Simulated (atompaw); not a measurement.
**An all-electron radial function and its pseudo partner (lanthanum)**

Columns: radius, all-electron u(r) and pseudo u(r) of the 5p shell (level -22.40 eV) of lanthanum in the configuration [Kr] 4d10 4f0 5s2 5p6 5d1 6s2 6p0; PBEsol, scalar-relativistic, PAW (atompaw) scheme, atompaw 4.2.0.5.

| r (bohr) | all-electron | pseudo |
| --- | --- | --- |
| 0.115 | 0.0317 | 0.0087 |
| 0.231 | 0.2786 | 0.0348 |
| 0.346 | -0.0752 | 0.0765 |
| 0.462 | -0.3900 | 0.1325 |
| 0.577 | -0.4422 | 0.1992 |
| 0.692 | -0.2924 | 0.2739 |
| 0.808 | -0.0463 | 0.3537 |
| 0.923 | 0.2112 | 0.4336 |
| 1.038 | 0.4379 | 0.5105 |
| 1.154 | 0.6173 | 0.5816 |
| 1.269 | 0.7434 | 0.6425 |
| 1.385 | 0.8225 | 0.6918 |
| 1.500 | 0.8610 | 0.7268 |
| 1.615 | 0.8678 | 0.7470 |
| 1.731 | 0.8505 | 0.7521 |
| 1.846 | 0.8163 | 0.7426 |
| 1.962 | 0.7703 | 0.7200 |
| 2.077 | 0.7178 | 0.6865 |
| 2.192 | 0.6620 | 0.6446 |
| 2.308 | 0.6048 | 0.5965 |
| 2.423 | 0.5491 | 0.5459 |
| 2.538 | 0.4956 | 0.4947 |
| 2.654 | 0.4448 | 0.4446 |
| 2.769 | 0.3979 | 0.3979 |
| 2.885 | 0.3545 | 0.3545 |
| 3.000 | 0.3152 | 0.3152 |

(1) How many radial nodes do the two functions have?

(2) Is the pseudo-wave norm-conserving?

## Answers

(1) The all-electron 5p function has n − l − 1 = 3 (the table is too coarse to show those close to the nucleus); the pseudo-wave has 0, since the states of the same l below it are removed with the core.

(2) No, it belongs to a PAW set: the norm inside the radius is not constrained, and the difference is carried by the augmentation charge.
